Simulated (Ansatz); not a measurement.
Reaction (formal exchange of groups at the Se–C bond): `C[Se]CF` + `C[N](C)[Zr]([F])([F])[F]` → `C[Se][Zr]([F])([F])[N](C)C` + `FCF`

Isolated molecules relaxed with PBE0-D4/def2-TZVP in Ansatz; ΔE leaves out vibrations. CBS: MP2 limit from def2 TZ/QZ plus the TZ coupled-cluster correction, frozen cores. This one scheme is used for every species. Functionals use def2-TZVPP. B3LYP here is the variant with VWN-RPA as its local correlation; programs differ in this. Elements past krypton have def2 core potentials. For Se, Zr outer-core shells are correlated without core-valence functions, which leaves a few kJ/mol of doubt a bond. Scalar relativity is left out up to krypton. Each species was taken in one conformer, which may not be the lowest.

`C[Se]CF`:

Cartesian coordinates in Å:
```
C -1.450 -0.126 -0.013
Se 0.092 -1.292 0.174
C 1.443 0.069 -0.029
F 1.544 0.892 1.069
H -2.335 -0.753 0.093
H -1.454 0.342 -0.997
H -1.443 0.626 0.773
H 1.209 0.689 -0.897
H 2.394 -0.448 -0.173
```

`C[N](C)[Zr]([F])([F])[F]`:

Z-matrix (Å, degrees):
```
Zr
F 1 1.911
N 1 2.005 2 107.7
F 1 1.911 2 115.2 3 120.2
C 1 3.048 2 128.2 3 12.7
C 1 3.047 2 87.2 3 -11.3
F 1 1.916 2 109.0 3 -116.9
H 5 1.098 1 125.8 2 41.5
H 5 1.098 1 122.1 2 -112.3
H 5 1.094 1 77.7 2 144.3
H 6 1.098 1 122.1 2 -127.8
H 6 1.094 1 77.7 2 -24.4
H 6 1.098 1 125.8 2 78.3
```

`C[Se][Zr]([F])([F])[N](C)C`:

Cartesian coordinates in Å:
```
C 0.867 -1.225 -2.127
Se -0.140 0.315 -2.818
Zr -0.461 1.722 -0.667
F -2.215 2.479 -0.703
F 0.971 2.973 -0.466
N -0.292 0.380 0.804
C 0.941 0.063 1.485
C -1.429 -0.372 1.286
H 1.023 -1.900 -2.967
H 0.294 -1.728 -1.352
H 1.831 -0.904 -1.739
H 0.862 0.255 2.563
H 1.766 0.669 1.100
H 1.208 -0.994 1.352
H -2.340 -0.093 0.747
H -1.606 -0.190 2.354
H -1.279 -1.450 1.148
```

`FCF`:

Cartesian coordinates in Å:
```
F 0.125 -1.081 -0.729
C -0.024 0.065 -0.027
F 0.331 -0.166 1.256
H 0.643 0.823 -0.446
H -1.076 0.359 -0.054
```

Q: Is it downhill or uphill in electronic energy at CCSD(T)/CBS, and by how much? (An estimate is asked.)

A: Ansatz gave: Uphill: ΔE = +91.2 kJ/mol.

Q: What do these levels give: BLYP-D4, B3LYP-D4, ωB97X-V, PBE, r2SCAN, PBE0, r2SCAN0, BHLYP, RPA@PBE/def2-TZVPP, HF/def2-TZVPP, SCS-MP2/def2-QZVPP, HF/CBS(def2)? (Estimate.)

A: The calculation gave: BLYP-D4 98.6, B3LYP-D4 92.9, ωB97X-V 99.7, PBE 99.4, r2SCAN 96.0, PBE0 93.4, r2SCAN0 90.9, BHLYP 95.5, RPA@PBE/def2-TZVPP 82.2, HF/def2-TZVPP 86.0, SCS-MP2/def2-QZVPP 94.7, HF/CBS(def2) 88.7 kJ/mol.

Largest T1 diagnostic among the species: 0.016.

At CCSD(T), def2-SVP lies −12.2 kJ/mol from the extrapolated value and def2-TZVPP −6.0 kJ/mol. From PBE to PBE0 (25 % exact exchange), in def2-TZVPP and without D4, ΔE moves by −6.0 kJ/mol. Leaving LDA and LC-ωPBE aside and taking each functional with its dispersion term where it has one, the values, not all of them listed here, spread over 14.4 kJ/mol, from BHLYP-D4 to ωB97X-V. LDA lies −8.6 kJ/mol from PBE without D4.
